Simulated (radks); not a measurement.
The mean radii <r> (bohr) of the occupied orbitals of an atom or ion are listed with their occupations. All-electron calculation, Dirac Kohn-Sham, PBEsol, spin-unpolarised, spherical densities, finite nucleus; Fermi nuclear charge, rms radius of each element as measured or else 0.836 A^(1/3) + 0.57 fm. Program: a radial shooting solver on a logarithmic mesh with Libxc functionals.

| orbital | occ. | <r> |
|---|---|---|
| 1s1/2 | 2 | 0.04848 |
| 2s1/2 | 2 | 0.2064 |
| 2p1/2 | 2 | 0.1762 |
| 2p3/2 | 1 | 0.1792 |

Name the element and its charge. Open shells, if any, fill j = l - 1/2 first.

Answer. Z = 31, gallium, charge +24: Ga24+ in [He] 2s2 2p3. The 1s radius gives Z: for a bare nucleus <r> = (2 gamma + 1)/(2Z) with gamma = sqrt(1 - (Z/c)^2), 0.04755 bohr for Z = 31, and screening makes it slightly larger (0.04848 here). The occupations add up to 7, and the charge is Z minus that.
